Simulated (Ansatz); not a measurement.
```yaml
crystal:
  periodic: [false, false, false]
  atoms:
    - {symbol: C, position_ang: [2.966222, -1.462704, -2.179187]}
    - {symbol: S, position_ang: [2.852097, -1.488892, 0.102845]}
    - {symbol: Hf, position_ang: [0.323262, 0.167020, 0.291018]}
    - {symbol: O, position_ang: [-1.330428, -0.644156, -1.233877]}
    - {symbol: S, position_ang: [1.033305, 3.047099, -0.316198]}
    - {symbol: C, position_ang: [-1.130961, 3.767625, -0.450942]}
    - {symbol: S, position_ang: [-0.677991, 0.033245, 3.145515]}
    - {symbol: C, position_ang: [-1.424444, -2.121786, 3.002429]}
    - {symbol: H, position_ang: [2.095036, -0.577278, -2.748973]}
    - {symbol: H, position_ang: [4.227076, -1.092775, -2.535703]}
    - {symbol: H, position_ang: [2.700329, -2.708223, -2.659721]}
    - {symbol: H, position_ang: [-2.190432, -1.011302, -1.967939]}
    - {symbol: H, position_ang: [-1.264084, 4.862159, 0.347849]}
    - {symbol: H, position_ang: [-1.417840, 4.101438, -1.739177]}
    - {symbol: H, position_ang: [-2.034685, 2.832691, -0.028551]}
    - {symbol: H, position_ang: [-1.037513, -2.748403, 1.850745]}
    - {symbol: H, position_ang: [-0.904960, -2.820863, 4.048927]}
    - {symbol: H, position_ang: [-2.784003, -2.134858, 3.070953]}
basis:
  gaussian: {orbitals: def2-TZVPP, fitting: {mean_field: cc-pVTZ-jkfit}, nuclear_model: gaussian}
hamiltonian: {xc: {name: r2SCAN}}
output: {forces: true}
```

```sh
$ ansatz run in.yaml --threads 4 --pin off --events-out ev --progress --plain --max-ram 46080MiB --backend cuda --devices 0, --max-vram 37GiB
```

Q: How does Ansatz answer? (An estimate is asked.)

A: Computed: The input was rejected before any iteration.
```
Functional definition: r2SCAN
Error: <dir> the basis set cc-pVTZ-JKFIT has no functions for Hf
```
